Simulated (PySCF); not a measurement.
**C7H10N: g tensor and hyperfine couplings**

Compound: C7H10N (doublet state).
Structure used (GFN2-xTB), in Å, numbered top down from 1:
```xyz
18
C7H10N angstrom
C     -1.9974    1.0131   -0.9930
C     -1.4216    0.1292   -0.1838
C     -2.2109   -0.8400    0.6385
C      0.0333    0.0402   -0.0296
N      0.5528   -0.8025    0.8488
C      1.9777   -0.7017    0.8082
C      2.3384    0.3613   -0.2515
C      0.9946    0.7678   -0.7287
H     -1.4353    1.7139   -1.5849
H     -3.0686    1.0645   -1.0893
H     -1.9746   -0.7031    1.6915
H     -1.9282   -1.8580    0.3781
H     -3.2783   -0.7089    0.4815
H      2.3934   -1.6878    0.5727
H      2.3398   -0.4395    1.8081
H      2.8913    1.2044    0.1744
H      2.9546   -0.0470   -1.0584
H      0.8302    1.5004   -1.4943
```

The hyperfine couplings belong to this conformer and change with its torsions.

Identity: `C=C(C)C1=NCC[CH]1` [radical].

The calculation used UKS B3LYP, pcH-1 on C H N, non-relativistic, mean-field spin-orbit, GIAO in PySCF 2.14.0. Isolated species at its GFN2-xTB geometry (one conformer only). GFN2-xTB frequencies show an imaginary mode (20i cm⁻¹), so this geometry is no minimum at that level. A GFN2-xTB geometry isn't a minimum of the functional, and hyperfine couplings can be far from their values at a DFT geometry. Stability of the SCF solution: not tested. ⟨S²⟩ is 0.781 where a pure state has 0.75.

- g1, g2, g3: 2.00214, 2.00355, 2.00468
- g_iso: 2.00346
- Form of g: rhombic: the two nearest values differ by 45 % of g3 − g1
- ⟨S²⟩: 0.7810 (exact 0.7500)
- Total energy: -327.47068 Eh

Isotropic coupling and dipolar principal values T1 to T3, in MHz:

| atom | isotope | a_iso | T1 | T2 | T3 | Mulliken spin population |
| --- | --- | --- | --- | --- | --- | --- |
| C1 | 13C | -5.9 | -10.0 | 4.4 | 5.5 | -0.07 |
| C2 | 13C | 6.9 | -3.5 | -2.0 | 5.5 | 0.05 |
| C3 | 13C | -1.9 | -0.6 | 0.0 | 0.7 | 0.00 |
| C4 | 13C | -44.9 | -26.5 | 11.2 | 15.3 | -0.21 |
| N5 | 14N | 19.0 | -23.2 | -23.1 | 46.3 | 0.49 |
| C6 | 13C | -17.8 | -1.0 | 0.3 | 0.7 | -0.03 |
| C7 | 13C | -25.3 | -1.5 | 0.2 | 1.3 | -0.06 |
| C8 | 13C | 59.8 | -57.5 | -56.3 | 113.8 | 0.73 |
| H9 | 1H | 4.0 | -4.4 | -2.1 | 6.5 | 0.00 |
| H10 | 1H | 4.1 | -1.0 | -0.8 | 1.8 | 0.00 |
| H11 | 1H | 4.6 | -2.0 | -1.8 | 3.7 | 0.00 |
| H12 | 1H | 5.1 | -1.9 | -1.7 | 3.5 | 0.00 |
| H13 | 1H | 0.0 | -1.0 | -0.8 | 1.8 | 0.00 |
| H14 | 1H | 72.0 | -4.2 | -2.0 | 6.1 | 0.03 |
| H15 | 1H | 71.1 | -4.2 | -2.0 | 6.2 | 0.03 |
| H16 | 1H | 98.0 | -4.2 | -2.3 | 6.5 | 0.04 |
| H17 | 1H | 96.1 | -4.2 | -2.3 | 6.5 | 0.04 |
| H18 | 1H | -46.2 | -28.0 | -0.6 | 28.6 | -0.03 |

The Mulliken spin populations are largest on C8 (+0.73), N5 (+0.49), C4 (-0.21) and C1 (-0.07). The angles at C8 add up to 360.0°, so it is planar; its axial dipolar tensor and the negative coupling of its proton fit spin in a p orbital normal to that plane.

Axes: g2 points within 13° of the C4–C8 bond and g3 points within 7° of the C7–C8 bond.

Under fast tumbling the dipolar parts average out, and these isotropic splittings remain (the largest six): 2 × 1H (H16/H17, I = 1/2, 3 lines) with 3.46 mT, 2 × 1H (H14/H15, I = 1/2, 3 lines) with 2.55 mT, 1 × 1H (H18, I = 1/2, 2 lines) with 1.65 mT, 1 × 14N (N5, I = 1, 3 lines) with 0.68 mT, 1 × 1H (H10, I = 1/2, 2 lines) with 0.15 mT and 1 × 1H (H9, I = 1/2, 2 lines) with 0.14 mT.

Nuclei that the bonding pattern makes equivalent are averaged, as if the motion that swaps them (rotation, inversion, ring flip) were fast. The three 1H nuclei of mean +3.2 MHz run from 0.0 to 5.1 MHz in the frozen geometry.

The 13C coupling of C8 (59.8 MHz) shows only in satellite lines or after enrichment, since that isotope makes up about 1.07 % of natural carbon.

β density exceeds α density at some nuclei, such as C4 (-0.0400), C7 (-0.0225) and C6 (-0.0158), spin density in bohr⁻³. In a single determinant that takes different orbitals for the two spins, that is spin polarisation.
